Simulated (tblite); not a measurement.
C7H15P.
Numbering: `[CH3:1][CH:2]([CH3:3])[P:4]([CH3:5])[CH:6]1[CH2:7][CH2:8]1` (hydrogens: H9, H10, H11 on C1; H12 on C2; H13, H14, H15 on C3; H16, H17, H18 on C5; H19 on C6; H20, H21 on C7; H22, H23 on C8)

Geometry (GFN2-xTB, Å), atoms numbered from 1 in this order:
```xyz
23
C7H15P angstrom
C     -1.3525   -1.6324   -0.5173
C     -1.3349   -0.2789    0.1855
C     -2.6675    0.4383   -0.0052
P      0.0626    0.7660   -0.5129
C      0.1133    2.0848    0.7880
C      1.4704   -0.2221    0.1400
C      2.2241   -1.1216   -0.7958
C      2.8505    0.1478   -0.3243
H     -1.4872   -1.4962   -1.5888
H     -0.4193   -2.1672   -0.3544
H     -2.1722   -2.2454   -0.1442
H     -1.1526   -0.4288    1.2582
H     -2.6898    1.3807    0.5381
H     -2.8359    0.6459   -1.0606
H     -3.4871   -0.1823    0.3555
H      0.0511    1.6564    1.7879
H      1.0520    2.6266    0.6845
H     -0.7052    2.7854    0.6372
H      1.3665   -0.5498    1.1713
H      2.6028   -2.0584   -0.4135
H      1.8961   -1.1711   -1.8238
H      2.9467    0.9563   -1.0346
H      3.6634    0.0932    0.3848
```

Level: GFN2-xTB in tblite, geometry and Hessian alike; calculated harmonic values, unscaled, isolated species. Errors from tens to a few hundred cm⁻¹ against measured bands are possible. One conformer, not necessarily the lowest.

Harmonic wavenumbers (cm⁻¹): 54.5, 63.9, 125.3, 169.3, 176.8, 190.5, 208.6, 231.1, 279.1, 285.5, 320.2, 356.1, 420.3, 656.1, 664.8, 729.2, 806.8, 827.8, 867.3, 873.8, 932.1, 938.1, 964.7, 982.7, 995.2, 1022.6, 1051.3, 1068.2, 1071.9, 1088.3, 1131.8, 1153.8, 1169.0, 1213.5, 1243.1, 1291.7, 1315.9, 1329.6, 1405.8, 1417.9, 1436.2, 1442.9, 1459.2, 1481.0, 1492.9, 1494.9, 1502.2, 1505.5, 2873.2, 2973.5, 2982.9, 3004.5, 3008.4, 3009.1, 3017.4, 3019.7, 3024.9, 3030.4, 3033.8, 3074.7, 3076.9, 3078.9, 3095.1.

A = 2569, B = 1228, C = 911.7 MHz; mass 130.091 u (most abundant isotopes); point group C1, symmetry number 1.

Problem. Zero-point energy?

Solution. ½Σν̃ = 44106 cm⁻¹ = 527.63 kJ/mol.

Problem. What is S at 298.15 K and 1 bar for an ideal gas of classical rigid rotors and harmonic oscillators?

Solution. Translation 169.57, rotation 121.77, vibration 135.46: S = 426.8 J/(mol K).

Problem. And Cp and H(298.15 K) − H(0)?

Solution. Cp = 176.00 J/(mol K), of which vibrations give 142.74 (their classical limit is 63 R = 523.8); H(298.15 K) − H(0) = 31.60 kJ/mol without the zero-point energy, 21.68 from vibrations.

Problem. Blend soft modes into free rotors: weight 1/[1 + (100 cm⁻¹/ν̃)⁴] for the oscillator and the rest for a rotor with moment μB/(μ + B), μ = h/(8π²ν), B = 10⁻⁴⁴ kg m². What vibrational entropy results?

Solution. 126.75 J/(mol K) in place of 135.46, which changes −T·S at 298.15 K by +2.60 kJ/mol.

Problem. How do the functions run with temperature in this model?

Solution. 
```json
{"T (K)": "50", "S (J/(mol K))": "243.9", "Cp (J/(mol K))": "55.1", "H − H(0) (kJ/mol)": "2.07", "G − H(0) (kJ/mol)": "-10.12", "ln q(vib)": "0.46"}
{"T (K)": "100", "S (J/(mol K))": "292.1", "Cp (J/(mol K))": "86.7", "H − H(0) (kJ/mol)": "5.64", "G − H(0) (kJ/mol)": "-23.57", "ln q(vib)": "1.68"}
{"T (K)": "373.15", "S (J/(mol K))": "470.3", "Cp (J/(mol K))": "212.8", "H − H(0) (kJ/mol)": "46.18", "G − H(0) (kJ/mol)": "-129.30", "ln q(vib)": "9.74"}
{"T (K)": "500", "S (J/(mol K))": "540.6", "Cp (J/(mol K))": "268.8", "H − H(0) (kJ/mol)": "76.84", "G − H(0) (kJ/mol)": "-193.46", "ln q(vib)": "13.43"}
{"T (K)": "750", "S (J/(mol K))": "666.0", "Cp (J/(mol K))": "349.5", "H − H(0) (kJ/mol)": "154.85", "G − H(0) (kJ/mol)": "-344.66", "ln q(vib)": "20.54"}
{"T (K)": "1000", "S (J/(mol K))": "774.5", "Cp (J/(mol K))": "403.7", "H − H(0) (kJ/mol)": "249.41", "G − H(0) (kJ/mol)": "-525.05", "ln q(vib)": "27.27"}
```

q(vib) and H(0) count from the zero-point level.

Problem. What must be added to the electronic energy to get the Gibbs energy at 298.15 K and 1 bar?

Solution. ZPE + [H(298.15 K) − H(0)] − T·S = 527.63 + 31.60 − 127.25 = 431.98 kJ/mol.

Problem. Which modes carry the vibrational entropy at 298.15 K?

Solution. 54.5 cm⁻¹: 19.44; 63.9 cm⁻¹: 18.13; 125.3 cm⁻¹: 12.62; 169.3 cm⁻¹: 10.22; 176.8 cm⁻¹: 9.88; 190.5 cm⁻¹: 9.30 J/(mol K); the other 57 give 55.85 together.

Hindered rotation and anharmonicity are outside this model. Other conformers, if any are populated, would add a mixing term that is left out. The structure is chiral; the term R ln 2 for an equal mix with its mirror image is left out.

The run took 1.0 s wall on one thread, Arm Neoverse V1 (aarch64), shared host with 32 logical CPUs at a one-minute load of 11. This covers the Hessian and the dipole derivatives.
